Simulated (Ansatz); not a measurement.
Z-matrix (Å, degrees):
```
C
Si 1 1.865
H 1 1.091 2 110.1
H 1 1.092 2 109.9 3 120.5
H 1 1.093 2 109.4 3 -119.8
Cl 2 2.058 1 108.9 3 179.5
Br 2 2.226 1 109.4 3 60.2
```

The species carries charge 0 and has multiplicity 2.

(1) List the PBE0/def2-TZVPP orbital energies in eV (Ansatz). (Best estimate.)

Answers

(1) Ansatz gave: α occupied: -13150.24, -2767.61, -1804.61, -1705.14, -1535.69, -1535.63, -1535.63, -278.54, -259.46, -238.97, -197.74, -197.62, -197.60, -179.33, -179.15, -179.14, -146.73, -101.45, -101.39, -101.32, -72.83, -72.78, -72.76, -72.62, -72.62, -23.46, -21.87, -20.30, -14.34, -12.34, -12.25, -11.06, -10.76, -10.12, -9.35, -8.95, -8.67, -6.39. α empty: 0.02, 0.42, 1.00, 1.98, 2.50, 2.74, 3.65, 4.01. β occupied: -13150.23, -2767.59, -1804.51, -1705.13, -1535.67, -1535.62, -1535.62, -278.49, -259.44, -238.96, -197.70, -197.59, -197.58, -179.30, -179.14, -179.13, -146.60, -101.32, -101.27, -101.15, -72.81, -72.76, -72.75, -72.61, -72.61, -23.33, -21.74, -20.17, -13.89, -12.28, -12.10, -10.87, -10.60, -9.83, -9.21, -8.77, -8.62. β empty: -2.81, 0.36, 0.95, 1.20, 2.26, 2.57, 2.83, 3.90. ⟨S²⟩ = 0.752.
